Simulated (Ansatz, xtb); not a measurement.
**Two isomers of C4H6Cl2O**

Structure a is `ClC1(Cl)CCOC1`, a singlet and structure b is `Cl[C@@H]1COC[C@@H]1Cl`, a singlet. Both are isolated molecules in the gas phase, relaxed with B3LYP-D3(BJ)/def2-SVP; the shapes shown needn't be the lowest conformers.

a (Å):

```yaml
atoms:
  - { symbol: C, position_ang: [-1.0126, 0.3541, 0.2193] }
  - { symbol: C, position_ang: [-1.4395, 0.4852, -1.2400] }
  - { symbol: C, position_ang: [-1.2699, -0.9555, -1.7341] }
  - { symbol: C, position_ang: [-1.5921, -1.0189, 0.5787] }
  - { symbol: Cl, position_ang: [0.7959, 0.3093, 0.3211] }
  - { symbol: Cl, position_ang: [-1.6402, 1.6578, 1.2742] }
  - { symbol: O, position_ang: [-1.4664, -1.7937, -0.5922] }
  - { symbol: H, position_ang: [-0.8460, 1.2265, -1.7899] }
  - { symbol: H, position_ang: [-2.4966, 0.7915, -1.2568] }
  - { symbol: H, position_ang: [-2.0008, -1.2176, -2.5161] }
  - { symbol: H, position_ang: [-0.2552, -1.1217, -2.1347] }
  - { symbol: H, position_ang: [-2.6520, -0.8826, 0.8683] }
  - { symbol: H, position_ang: [-1.0537, -1.4929, 1.4120] }
```

b (Å):

```yaml
atoms:
  - { symbol: C, position_ang: [0.1750, 0.0511, -2.2656] }
  - { symbol: C, position_ang: [1.4110, 0.3544, -1.4156] }
  - { symbol: C, position_ang: [-0.3992, 0.0836, 0.0356] }
  - { symbol: C, position_ang: [-0.9239, 0.5481, -1.3228] }
  - { symbol: Cl, position_ang: [0.0275, -1.7213, -2.5925] }
  - { symbol: Cl, position_ang: [-2.5880, 0.0188, -1.6879] }
  - { symbol: O, position_ang: [1.0056, 0.2599, -0.0543] }
  - { symbol: H, position_ang: [0.1716, 0.5504, -3.2416] }
  - { symbol: H, position_ang: [2.2317, -0.3485, -1.6224] }
  - { symbol: H, position_ang: [1.7681, 1.3801, -1.6308] }
  - { symbol: H, position_ang: [-0.6665, -0.9764, 0.1960] }
  - { symbol: H, position_ang: [-0.7941, 0.6832, 0.8695] }
  - { symbol: H, position_ang: [-0.9283, 1.6474, -1.3709] }
```

Question: Which of the two would you expect CCSD(T)/def2-SVP + ΔMP2/def2-TZVPP electronic energies to favour?

Answer: CCSD(T)/def2-SVP + ΔMP2/def2-TZVPP gives E(b) − E(a) = +0.71 kJ/mol, slightly favouring structure a, which is too small a margin to settle the true order.

Level by level:

```
                             level               geometry  E(b) − E(a) (kJ/mol)  departure from the last row (kJ/mol)  job, with rough time for the two
             B3LYP-D3(BJ)/def2-SVP  B3LYP-D3(BJ)/def2-SVP                   +1.34                                 +0.63             optimisation, 4.2 min
                       HF/def2-SVP  B3LYP-D3(BJ)/def2-SVP                   −5.47                                 −6.18           part of the CCSD(T) run
                      MP2/def2-SVP  B3LYP-D3(BJ)/def2-SVP                   +5.45                                 +4.74           part of the CCSD(T) run
                  CCSD(T)/def2-SVP  B3LYP-D3(BJ)/def2-SVP                   +3.60                                 +2.90                      single point
CCSD(T)/def2-SVP + ΔMP2/def2-TZVPP  B3LYP-D3(BJ)/def2-SVP                   +0.71                                                   single point, 3.9 min
```

As drawn, both hold the same kinds of bond in the same numbers.

The largest departure from CCSD(T)/def2-SVP + ΔMP2/def2-TZVPP is that of HF/def2-SVP, 6.18 kJ/mol. Levels run at GFN2-xTB geometries aren't shown. The last row adds to CCSD(T) the change of the MP2 difference between the two basis sets, here −2.90 kJ/mol.

With thermal terms from frequencies at re-optimised GFN2-xTB minima (ideal gas, soft modes damped towards free rotors, one conformer each, 298.15 K, 1 atm): the zero-point term adds +0.52 kJ/mol; ΔH is +1.08 and ΔG +0.75 kJ/mol.

The correlated steps freeze 15 core orbitals. Mirror images aren't counted in ΔG. Run with Ansatz 0.2.0, xtb 6.7.1; the last row on 2 threads of AMD EPYC (Zen 3) on a shared host.
